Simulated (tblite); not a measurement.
A geometry optimisation, step by step.

Species: C₃H₁₁PSSi₂.
SMILES with atom numbers: `[PH2:1][SiH2:2][S:3][SiH2:4][CH:5]1[CH2:6][CH2:7]1` (hydrogens: H8, H9 on P1; H10, H11 on Si2; H12, H13 on Si4; H14 on C5; H15, H16 on C6; H17, H18 on C7)

Computed with GFN2-xTB (tblite), gas phase: L-BFGS steps from a force-field or distance-geometry start until the largest atomic force falls under 0.01 eV/Å. 9 of its 127 geometries are shown.

Step 0: E = -578.7496 eV, largest atomic force 0.966 eV/Å
```
atom  x, y, z in Å  |  force x, y, z in eV/Å
P1      4.735    0.082    0.085    0.281  -0.155  -0.449
Si2     2.693    0.466    0.878    0.443  -0.059   0.700
S3      1.331    0.040   -0.681   -0.347  -0.010  -0.201
Si4    -0.402    0.531    0.471   -0.481  -0.174   0.820
C5     -1.909    0.241   -0.588    0.152  -0.006  -0.175
C6     -2.426   -1.161   -0.798   -0.099   0.094   0.374
C7     -3.205   -0.182    0.036   -0.081  -0.331   0.028
H8      4.574    0.808   -1.117   -0.027  -0.425   0.418
H9      4.455   -1.179   -0.490    0.021   0.600   0.107
H10     2.447   -0.447    2.038    0.057   0.396  -0.454
H11     2.587    1.881    1.291   -0.029  -0.333  -0.084
H12    -0.332    1.938    0.906    0.063  -0.227  -0.089
H13    -0.449   -0.356    1.683    0.107   0.366  -0.527
H14    -1.957    0.914   -1.446   -0.231  -0.246   0.138
H15    -2.815   -1.411   -1.772    0.041  -0.070  -0.008
H16    -1.948   -1.992   -0.276   -0.088   0.346  -0.269
H17    -3.259   -0.367    1.111    0.120   0.196  -0.387
H18    -4.129    0.201   -0.377    0.098   0.039   0.057
```

Step 16: E = -578.8939 eV, largest atomic force 0.100 eV/Å
```
atom  x, y, z in Å  |  force x, y, z in eV/Å
P1      4.844    0.073    0.072   -0.025   0.005   0.014
Si2     2.798    0.458    0.887    0.049   0.011  -0.007
S3      1.295    0.083   -0.595    0.019  -0.013  -0.097
Si4    -0.487    0.539    0.515   -0.022   0.047   0.011
C5     -1.951    0.238   -0.611   -0.020  -0.028  -0.014
C6     -2.461   -1.165   -0.801   -0.056  -0.008   0.051
C7     -3.249   -0.190    0.012   -0.017  -0.096  -0.018
H8      4.636    0.766   -1.109    0.003  -0.052   0.017
H9      4.518   -1.143   -0.504    0.010   0.056  -0.014
H10     2.538   -0.428    2.019    0.026   0.006   0.010
H11     2.665    1.855    1.290    0.035  -0.011   0.014
H12    -0.392    1.926    0.959   -0.029   0.047  -0.017
H13    -0.482   -0.340    1.678   -0.045  -0.069   0.036
H14    -2.047    0.878   -1.479    0.055   0.045   0.000
H15    -2.834   -1.445   -1.777    0.024   0.032   0.066
H16    -1.951   -1.970   -0.291   -0.049   0.042  -0.009
H17    -3.276   -0.323    1.085   -0.015  -0.009  -0.039
H18    -4.173    0.195   -0.394    0.057  -0.005  -0.004
```

Step 32: E = -578.9012 eV, largest atomic force 0.039 eV/Å
```
atom  x, y, z in Å  |  force x, y, z in eV/Å
P1      4.872    0.074    0.066   -0.037  -0.001  -0.013
Si2     2.826    0.464    0.880    0.021   0.010   0.021
S3      1.290    0.119   -0.582   -0.002   0.000  -0.007
Si4    -0.508    0.540    0.533    0.020   0.019   0.023
C5     -1.962    0.229   -0.603    0.015   0.000  -0.008
C6     -2.477   -1.171   -0.794   -0.005  -0.008   0.006
C7     -3.272   -0.194    0.001    0.004   0.017   0.001
H8      4.673    0.757   -1.121    0.001  -0.011   0.008
H9      4.553   -1.141   -0.515    0.001   0.019   0.002
H10     2.587   -0.428    2.014    0.000   0.014  -0.018
H11     2.731    1.859    1.304    0.004  -0.021  -0.003
H12    -0.443    1.937    0.961   -0.002  -0.024   0.014
H13    -0.526   -0.363    1.681    0.015   0.008   0.004
H14    -2.036    0.871   -1.472    0.006   0.013  -0.023
H15    -2.833   -1.450   -1.774   -0.007  -0.010  -0.018
H16    -1.982   -1.975   -0.271   -0.003  -0.021   0.012
H17    -3.318   -0.323    1.071   -0.014  -0.007   0.019
H18    -4.181    0.202   -0.424   -0.020   0.003  -0.020
```

Step 47: E = -578.9042 eV, largest atomic force 0.033 eV/Å
```
atom  x, y, z in Å  |  force x, y, z in eV/Å
P1      4.870    0.079    0.043    0.028  -0.004  -0.003
Si2     2.839    0.479    0.875   -0.032   0.005   0.007
S3      1.287    0.168   -0.578    0.017   0.006   0.010
Si4    -0.508    0.528    0.565   -0.024  -0.012  -0.002
C5     -1.948    0.205   -0.590   -0.005   0.016  -0.007
C6     -2.492   -1.185   -0.783    0.018   0.008   0.003
C7     -3.288   -0.179   -0.026    0.015   0.007   0.006
H8      4.669    0.759   -1.143   -0.009  -0.010  -0.003
H9      4.543   -1.137   -0.529   -0.004   0.006  -0.013
H10     2.594   -0.422    1.998    0.002  -0.010   0.004
H11     2.770    1.867    1.324   -0.009   0.013  -0.005
H12    -0.468    1.919    1.016   -0.010  -0.018   0.001
H13    -0.486   -0.382    1.708   -0.009  -0.011  -0.013
H14    -1.983    0.836   -1.471    0.005  -0.001  -0.015
H15    -2.823   -1.466   -1.772    0.014  -0.004   0.011
H16    -2.036   -1.996   -0.235   -0.006  -0.001   0.006
H17    -3.375   -0.298    1.043   -0.011   0.012   0.002
H18    -4.174    0.232   -0.488    0.019  -0.002   0.012
```

Step 63: E = -578.9099 eV, largest atomic force 0.031 eV/Å
```
atom  x, y, z in Å  |  force x, y, z in eV/Å
P1      4.859    0.088   -0.027   -0.009   0.013   0.010
Si2     2.864    0.521    0.884    0.005  -0.002   0.002
S3      1.284    0.298   -0.551   -0.025   0.002   0.002
Si4    -0.516    0.476    0.628    0.014  -0.024  -0.012
C5     -1.901    0.168   -0.592    0.011  -0.020  -0.020
C6     -2.502   -1.206   -0.731   -0.004   0.000   0.007
C7     -3.292   -0.112   -0.098   -0.003   0.004   0.000
H8      4.612    0.768   -1.206    0.002   0.003  -0.007
H9      4.484   -1.122   -0.584   -0.003   0.006   0.001
H10     2.628   -0.412    1.981   -0.009  -0.005   0.008
H11     2.817    1.898    1.366    0.023   0.010   0.014
H12    -0.570    1.817    1.205    0.028   0.012  -0.003
H13    -0.451   -0.527    1.687   -0.005  -0.015  -0.001
H14    -1.837    0.734   -1.514   -0.019   0.005  -0.012
H15    -2.779   -1.541   -1.720   -0.006   0.005   0.018
H16    -2.130   -1.997   -0.097    0.002   0.000  -0.003
H17    -3.456   -0.151    0.968    0.004   0.002   0.007
H18    -4.123    0.308   -0.645   -0.006   0.005  -0.009
```

Step 79: E = -578.9120 eV, largest atomic force 0.022 eV/Å
```
atom  x, y, z in Å  |  force x, y, z in eV/Å
P1      4.854    0.102   -0.038   -0.006   0.004   0.006
Si2     2.869    0.534    0.894   -0.001  -0.003  -0.002
S3      1.294    0.324   -0.550   -0.001  -0.001   0.007
Si4    -0.511    0.453    0.624    0.008  -0.010  -0.006
C5     -1.893    0.156   -0.604   -0.003  -0.001  -0.002
C6     -2.515   -1.212   -0.714    0.011   0.000  -0.002
C7     -3.290   -0.091   -0.110   -0.003  -0.013  -0.006
H8      4.590    0.781   -1.213    0.006   0.003   0.001
H9      4.468   -1.107   -0.590    0.005   0.002   0.001
H10     2.620   -0.408    1.982    0.003   0.002  -0.003
H11     2.845    1.906    1.394   -0.003  -0.005  -0.001
H12    -0.551    1.780    1.235   -0.009   0.004  -0.003
H13    -0.455   -0.578    1.658    0.010  -0.002  -0.004
H14    -1.816    0.703   -1.536   -0.006  -0.003  -0.002
H15    -2.794   -1.563   -1.696   -0.009   0.002   0.012
H16    -2.153   -1.994   -0.064   -0.011   0.001   0.003
H17    -3.461   -0.102    0.957    0.007  -0.001  -0.007
H18    -4.113    0.323   -0.673    0.004   0.020   0.007
```

Step 94: E = -578.9144 eV, largest atomic force 0.022 eV/Å
```
atom  x, y, z in Å  |  force x, y, z in eV/Å
P1      4.867    0.138   -0.032   -0.002   0.001   0.006
Si2     2.880    0.547    0.906    0.008   0.005  -0.011
S3      1.323    0.370   -0.562   -0.012  -0.008   0.000
Si4    -0.494    0.400    0.599    0.001   0.008   0.011
C5     -1.879    0.112   -0.627    0.000   0.002   0.001
C6     -2.571   -1.224   -0.687   -0.009   0.002   0.012
C7     -3.286   -0.046   -0.121    0.013   0.007  -0.003
H8      4.592    0.825   -1.200    0.011   0.003   0.002
H9      4.489   -1.069   -0.593    0.008  -0.003   0.000
H10     2.628   -0.412    1.979   -0.006  -0.005  -0.017
H11     2.858    1.909    1.430   -0.012   0.007   0.002
H12    -0.583    1.706    1.250    0.005  -0.006   0.006
H13    -0.394   -0.661    1.599   -0.010  -0.001   0.002
H14    -1.780    0.625   -1.577    0.003  -0.015  -0.005
H15    -2.870   -1.600   -1.654   -0.011   0.019   0.001
H16    -2.251   -1.999   -0.007    0.007  -0.003   0.004
H17    -3.450   -0.012    0.946    0.000  -0.004  -0.012
H18    -4.088    0.398   -0.693    0.007  -0.009   0.000
```

Step 110: E = -578.9169 eV, largest atomic force 0.021 eV/Å
```
atom  x, y, z in Å  |  force x, y, z in eV/Å
P1      4.882    0.195   -0.027    0.015   0.000  -0.001
Si2     2.883    0.575    0.896   -0.018   0.005   0.002
S3      1.327    0.440   -0.577    0.001  -0.015   0.006
Si4    -0.476    0.318    0.598    0.006   0.009   0.000
C5     -1.849    0.044   -0.645   -0.014  -0.002   0.001
C6     -2.644   -1.236   -0.634    0.006   0.019   0.006
C7     -3.270    0.027   -0.154   -0.007  -0.008  -0.002
H8      4.621    0.889   -1.194    0.000   0.005   0.003
H9      4.521   -1.011   -0.601    0.007   0.003  -0.001
H10     2.623   -0.427    1.926    0.002   0.002  -0.002
H11     2.846    1.917    1.471   -0.001  -0.012  -0.007
H12    -0.613    1.579    1.327    0.004  -0.009  -0.002
H13    -0.335   -0.789    1.541    0.004  -0.003  -0.006
H14    -1.696    0.484   -1.624    0.003  -0.009  -0.001
H15    -2.965   -1.639   -1.583    0.006  -0.004   0.013
H16    -2.395   -1.993    0.094    0.007   0.015  -0.008
H17    -3.437    0.144    0.906   -0.014  -0.006   0.007
H18    -4.030    0.490   -0.764   -0.005   0.011  -0.009
```

Step 126: E = -578.9191 eV, largest atomic force 0.009 eV/Å
```
atom  x, y, z in Å  |  force x, y, z in eV/Å
P1      4.912    0.255    0.021    0.001   0.002  -0.005
Si2     2.869    0.560    0.872    0.000  -0.001   0.003
S3      1.336    0.387   -0.621    0.001  -0.003   0.006
Si4    -0.459    0.261    0.566    0.000  -0.006  -0.002
C5     -1.855    0.020   -0.656    0.001  -0.002   0.000
C6     -2.699   -1.226   -0.594    0.003   0.004  -0.001
C7     -3.273    0.076   -0.157    0.001   0.004  -0.002
H8      4.681    0.966   -1.141   -0.003   0.004  -0.003
H9      4.617   -0.949   -0.593   -0.003   0.005  -0.001
H10     2.617   -0.456    1.890    0.006  -0.001   0.007
H11     2.778    1.897    1.454   -0.002  -0.005  -0.003
H12    -0.572    1.502    1.333    0.002  -0.001  -0.005
H13    -0.307   -0.873    1.477   -0.005   0.002   0.007
H14    -1.694    0.420   -1.651    0.004  -0.002   0.002
H15    -3.040   -1.655   -1.525   -0.003   0.003   0.004
H16    -2.470   -1.963    0.161   -0.003   0.000  -0.002
H17    -3.433    0.235    0.899    0.002  -0.004  -0.001
H18    -4.017    0.548   -0.781   -0.001   0.001  -0.004
```

Problem. Summarise the path.

Solution. The energy falls by 0.1695 eV from step 0 to step 126; nine tenths of that is first reached at step 37. It falls at every step. The largest force goes from 0.966 to 0.009 eV/Å. Among the bonds Si4–H13 changes most, from 1.502 to 1.462 Å; the atoms move by 0.430 Å rms after alignment.

Problem. Follow the three bonds and two angles with the largest change from start to end.

Solution. 
```tsv
step	E above end (eV)	largest force (eV/Å)	Si4–H13 (Å)	Si2–H10 (Å)	Si2–S3 (Å)	Si2–S3–Si4 (°)	P1–Si2–S3 (°)
0	0.1695	0.966	1.502	1.496	2.113	94.5	107.1
5	0.0471	0.146	1.456	1.461	2.144	97.0	109.5
11	0.0362	0.141	1.467	1.460	2.148	98.1	109.9
16	0.0253	0.100	1.458	1.460	2.144	100.8	111.1
22	0.0199	0.048	1.462	1.462	2.148	101.7	111.9
27	0.0187	0.034	1.460	1.460	2.149	102.1	112.1
33	0.0177	0.048	1.461	1.462	2.149	102.3	112.2
38	0.0166	0.042	1.461	1.460	2.148	102.5	112.1
44	0.0154	0.031	1.460	1.461	2.150	102.5	112.3
49	0.0145	0.039	1.461	1.460	2.145	102.7	112.3
55	0.0123	0.060	1.461	1.462	2.149	103.0	111.9
60	0.0098	0.037	1.461	1.460	2.146	103.6	111.4
66	0.0084	0.039	1.461	1.460	2.147	104.0	111.1
71	0.0078	0.031	1.461	1.461	2.146	103.9	110.9
77	0.0073	0.019	1.461	1.460	2.146	104.0	110.6
82	0.0068	0.032	1.462	1.460	2.147	104.0	110.4
88	0.0058	0.030	1.461	1.461	2.147	104.3	110.0
93	0.0049	0.030	1.461	1.461	2.148	104.0	110.0
99	0.0036	0.022	1.462	1.460	2.147	104.0	110.2
104	0.0029	0.027	1.461	1.460	2.147	103.9	110.3
110	0.0023	0.021	1.462	1.460	2.147	103.7	110.8
115	0.0014	0.045	1.462	1.460	2.146	103.0	111.5
121	0.0003	0.030	1.462	1.461	2.148	102.6	112.0
126	0.0000	0.009	1.462	1.460	2.147	102.5	112.1
```

What follows is the cost of the whole relaxation. Time: 2.1 s. Hardware: one thread of an Arm Neoverse N1, shared host with 64 logical CPUs at a one-minute load of 58.
